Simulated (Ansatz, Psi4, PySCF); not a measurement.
CH3O, doublet, at a GFN2-xTB geometry. Base run: PySCF with B3LYP5/def2-SVPD.

PySCF was given this input:
```python
from pyscf import gto, scf, dft

mol = gto.Mole()
mol.atom = '''
    C     0.00737565   -0.54258092   -0.03551608
    O    -0.02399647    0.76721111    0.02617374
    H     1.05649778   -0.91275134    0.04462160
    H    -0.43522191   -0.98812215    0.88627883
    H    -0.47355799   -0.98132992   -0.92719387
'''
mol.basis = 'def2-svpd'
mol.spin = 1
mol.verbose = 3
mol.build()

mf = dft.UKS(mol)
mf.xc = 'b3lyp5'
mf.kernel()
```

The same geometry, method and basis name were run in Ansatz (an electronic-structure program) and Psi4 and PySCF, at each program's defaults and at the settings that a row names. The base is PySCF at its defaults. Differences at the defaults can come from grids, fitting, cores and function types together.

| code and settings | ΔE vs base (µEh) | basis functions | E (Eh) | SCF cycles | dipole (D) |
|---|---|---|---|---|---|
| PySCF, defaults (exact integrals, its default grid, spherical functions) | 0.0 | 67 | -114.91175 | 10 | 2.13 |
| Psi4, defaults (density fitting with its default set, its default grid, spherical functions) | -19.8 | 67 | -114.91177 | 8 | 2.13 |
| Ansatz, defaults (factorised integrals, its default grid, spherical functions) | 1.3 | 67 | -114.91175 | - | - |
| PySCF, density fitting with def2-universal-jkfit | -20.1 | 67 | -114.91177 | 10 | 2.13 |
| PySCF, fine grid | -0.2 | 67 | -114.91175 | 10 | 2.13 |
| Psi4, exact integrals, spherical functions, fine grid | -0.2 | 67 | -114.91175 | 12 | 2.13 |
| Ansatz, high accuracy | -0.2 | 67 | -114.91175 | - | - |

Open shells are given as the SCF converged; they aren't shown to be the lowest states, and a large step between rows can be another state.
